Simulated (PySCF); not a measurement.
A structure optimised at ωB97X-D3(BJ)/def2-SVP, used in a PySCF frequency run:

```
Hg
Br 1 2.3971
Br 1 2.3971 2 180.00
```
Charge 0, spin multiplicity 1.

Problem. Write its SMILES, formula and point group.

Solution. [Br][Hg][Br], Br₂Hg, D∞h

Problem. What are its rotational constants (standard atomic weights)?

Solution. 0.55034 GHz (linear rotor, B only)
